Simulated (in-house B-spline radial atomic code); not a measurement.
# RPA and G0W0 on wB97X: the copper ion Cu⁶⁺

Configuration [Ar] 3d5, highest spin, mean-field start wB97X. Computed with an all-electron radial atomic-structure program (B-spline basis): all electrons, scalar-relativistic (spin-free one-electron X2C), finite nucleus, each spin shell either full or empty, empty states to l = 9 with an (l + 1/2)⁻⁴ tail; G0W0 by contour deformation at full frequency.

Command:
```bash
python run_gw.py task.json out
```
Settings (radii: box in bohr, nucleus in fm):
```
Z                        29
electrons                23
configuration            [Ar] 3d5
hamiltonian              x2c
method                   wb97x
lmax                     9
rms_radius               3.8823
spin_polarised           True
box_radius               9.29
intervals                67
```

Time taken, with all properties: 2.1 s on 1 thread of Intel(R) Xeon(R) 6975P-C, on a shared host.

Energies (hartree):

| term | value |
| --- | --- |
| mean-field total | -1643.58715 |
| Hartree-Fock functional on these orbitals | -1642.41305 |
| direct second order | -1.7241 |
| second-order exchange | 0.56462 |
| SOSEX correction | 0.52953 |

(1) What is the RPA correlation energy, and what remains with SOSEX?

Quasi-particle levels (eV):

```json
{"level": "3d up", "occupied": "yes", "mean field": "-130.88", "Σx - vxc": "-9.75", "Σc": "?", "QP weight": "?", "G0W0": "?"}
{"level": "3p down", "occupied": "yes", "mean field": "-194.05", "Σx - vxc": "-7.75", "Σc": "0.13", "QP weight": "0.966", "G0W0": "-201.68"}
{"level": "3s down", "occupied": "yes", "mean field": "-239.38", "Σx - vxc": "-15.33", "Σc": "7.19", "QP weight": "0.875", "G0W0": "-247.52"}
{"level": "3d down", "occupied": "no", "mean field": "-110.61", "Σx - vxc": "11.76", "Σc": "-5.21", "QP weight": "0.972", "G0W0": "-104.06"}
```

G0W0 = mean field + (Σx - vxc) + Σc, with Σc (partial-wave tail included) taken at the quasi-particle energy. Only the outer levels were computed. Levels of low weight are left out.

(2) Where does G0W0 put 3d up?

Results:

(1) RPA gives -1.5575 hartree (-1.84 eV per electron); RPA + SOSEX gives -1.028, and the second-order doubles -1.1595 hartree (no singles). SOSEX takes back 34 % of the RPA value.

(2) At -139.35 eV, with Σc = 1.28 eV and a quasi-particle weight of 0.970. The tabulated removal energy is 139 ± 1.2 eV (NIST, semi-empirical); the calculation leaves out spin-orbit coupling, Breit and QED terms, and what these don't explain is the method's own error.
